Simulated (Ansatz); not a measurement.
```yaml
crystal:
  periodic: [false, false, false]
  atoms:
    - {symbol: C, position_ang: [-2.555561, -1.290525, -0.158320]}
    - {symbol: O, position_ang: [-1.372432, -1.132069, 0.488546]}
    - {symbol: Ti, position_ang: [0.118151, 0.092809, 0.249451]}
    - {symbol: N, position_ang: [-0.873279, 1.438075, -0.577145]}
    - {symbol: C, position_ang: [-0.380163, 2.337683, -1.528342]}
    - {symbol: C, position_ang: [-1.970532, 2.223385, 0.246597]}
    - {symbol: N, position_ang: [0.876239, -0.631549, -1.558696]}
    - {symbol: C, position_ang: [-0.058294, -0.806693, -2.544583]}
    - {symbol: C, position_ang: [2.208166, -0.791622, -1.830190]}
    - {symbol: C, position_ang: [1.056054, 1.335474, 1.717216]}
    - {symbol: C, position_ang: [2.151061, 0.742874, 1.126724]}
    - {symbol: C, position_ang: [2.232355, -0.624697, 1.562565]}
    - {symbol: C, position_ang: [0.929761, -0.925547, 2.150425]}
    - {symbol: Si, position_ang: [0.281263, -2.289107, 2.887757]}
    - {symbol: C, position_ang: [0.405139, 0.565784, 2.415305]}
    - {symbol: H, position_ang: [-3.300078, -1.501182, 0.708489]}
    - {symbol: H, position_ang: [-2.478529, -2.191853, -0.709451]}
    - {symbol: H, position_ang: [-2.972136, -0.584538, -0.761755]}
    - {symbol: H, position_ang: [0.335599, 1.900405, -2.174502]}
    - {symbol: H, position_ang: [0.147566, 3.322777, -1.017302]}
    - {symbol: H, position_ang: [-1.041861, 2.906409, -2.330445]}
    - {symbol: H, position_ang: [-1.497977, 2.998312, 0.964068]}
    - {symbol: H, position_ang: [-2.345567, 1.408491, 1.022967]}
    - {symbol: H, position_ang: [-2.760409, 2.550089, -0.384747]}
    - {symbol: H, position_ang: [0.154595, -0.302388, -3.382836]}
    - {symbol: H, position_ang: [-0.952644, -0.662554, -2.266010]}
    - {symbol: H, position_ang: [0.013769, -1.980878, -2.551279]}
    - {symbol: H, position_ang: [2.332128, -1.811373, -2.060556]}
    - {symbol: H, position_ang: [3.090640, -0.468367, -1.026435]}
    - {symbol: H, position_ang: [2.597210, -0.277774, -2.780099]}
    - {symbol: H, position_ang: [0.949428, 2.485175, 1.711459]}
    - {symbol: H, position_ang: [2.910601, 1.180462, 0.483838]}
    - {symbol: H, position_ang: [2.513713, -1.356482, 1.006725]}
    - {symbol: H, position_ang: [0.882492, -2.825983, 3.933503]}
    - {symbol: H, position_ang: [-1.400287, -2.226168, 3.268367]}
    - {symbol: H, position_ang: [0.241732, -3.460226, 1.819504]}
    - {symbol: H, position_ang: [-0.639050, 0.657012, 3.001592]}
basis:
  gaussian: {orbitals: def2-TZVPP}
hamiltonian: {xc: {name: r2SCAN0}, dispersion: d3bj, pseudopotentials: {relativity: scalar}}
```

```sh
$ ansatz run in.yaml --threads 11 --pin off --events-out ev --progress --plain --max-ram 110592MiB --backend cuda --devices 0, --max-vram 75GiB
```

It prints (some lines left out):

```
Warning: the engine holds no damping parameters fitted to this dispersion correction and functional, so the run takes those fitted to r2scan0 beside the three-body term, which d3bj leaves out (hamiltonian.dispersion, under Limitations)
Functional definition: r2SCAN0
4362 factors; their error is unknown
mean field evaluation 1: about -46826.7057 eV, gradient 1.2e2 eV
mean field evaluation 2: about -46519.0259 eV, gradient 4.8e2 eV
mean field evaluation 4: about -46843.5111 eV, gradient 9.5e1 eV
mean field evaluation 8: about -46858.4865 eV, gradient 1.0e0 eV
mean field evaluation 16: about -46858.6174 eV, gradient 6.9e-2 eV
mean field -46858.61742075 eV, -1722.0224283009 hartree, gradient 5.7e-5 eV, S^2 0.000000; 0 other end points of the search recorded, 0 dependent functions left out
reference -46858.61743814 eV, -1722.0224289398 hartree; 70, 70 occupied and 747, 747 virtual orbitals, 4362 factors
Total energy: -46859.14069013 eV, -1722.0416580961 hartree
Relativity: scalar
```

Hardware: 11 threads of an AMD EPYC 7R13 on a shared host and a whole NVIDIA H100 80 GB. Wall time 4.3 s, peak host memory 2.2 GiB.
